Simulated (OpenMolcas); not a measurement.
Co2+.

```
Program             : OpenMolcas 26.06
Method              : CASSCF
Basis               : ANO-RCC-VTZP [6s5p3d2f1g]
Scalar Hamiltonian  : DKH2, point nucleus
Active space        : 7 electrons in 5 orbitals (3d)
State averaging     : 2S+1 = 4 even, 10 roots; 2S+1 = 2 even, 40 roots
Spin-orbit coupling : state interaction with AMFI integrals over the reference wave functions, term energies averaged over their components
```

Levels without dynamic correlation, in cm-1 above 3d7 4F 9/2:

| Level | E |
| --- | --- |
| 3d7 2G 9/2 | 19015 |
| 3d7 4P 5/2 | 19076 |
| 3d7 2P 3/2 | 25149 |
| 3d7 2H 11/2 | 25283 |
| 3d7 2D 5/2(1) | 27374 |
| 3d7 2F 5/2 | 43769 |

On this reference, MS-CASPT2, IPEA 0.25 Eh, imaginary shift 0.1 Eh (closed shells correlated: 3s 3p) puts 3d7 2G 9/2 at 16380 cm-1.

Problem. Estimate the other levels at that method by one scale factor, and say how well it serves.

Solution. The factor is 16380 / 19015 = 0.861. Scaled values beside those that MS-CASPT2 gives and measured ones (Sugar and Corliss, J. Phys. Chem. Ref. Data 10, 1097 (1981)):
```tsv
Level	Scaled	MS-CASPT2	Miss (%)	Measured
3d7 4P 5/2	16424	15530	+5.8	15202
3d7 2P 3/2	21653	19750	+9.6	20195
3d7 2H 11/2	21769	22640	-3.8	22720
3d7 2D 5/2(1)	23569	22760	+3.6	23059
3d7 2F 5/2	37685	36850	+2.3	37021
```
For these levels the scaled values miss MS-CASPT2 by up to 9.6 %, as correlation changes each term by its own factor, spin-orbit parts do not scale and CASPT2 has its own spread within terms. This holds within one configuration; levels of others move differently, and the target method has errors of its own against measurement.

CASPT2 breaks the degeneracy within a term, and the mean is taken; among the terms shown or strongly mixed into the levels shown the widest spread is 970 cm-1 (3d7 4F, MS-CASPT2). Without dynamic correlation excited terms often stand tens of per cent too high (terms of higher spin than the ground term too low), and those without a measured partner can miss by more than the paired ones (holds for CASSCF). The CASPT2 spread within a term exceeds the gap to the next term for 3d7 2H and 3d7 2D(1), so the order of their levels is uncertain (holds for MS-CASPT2). Computed and measured levels are paired by configuration, term and J; levels that our copy of the source lacks, or whose pairing is in doubt (as where it misses far off the trend of its configuration), stay unpaired and out of the deviations. Only configurations of the active space appear.

A number in round brackets counts repeated terms of one configuration in the order of the reference energies.
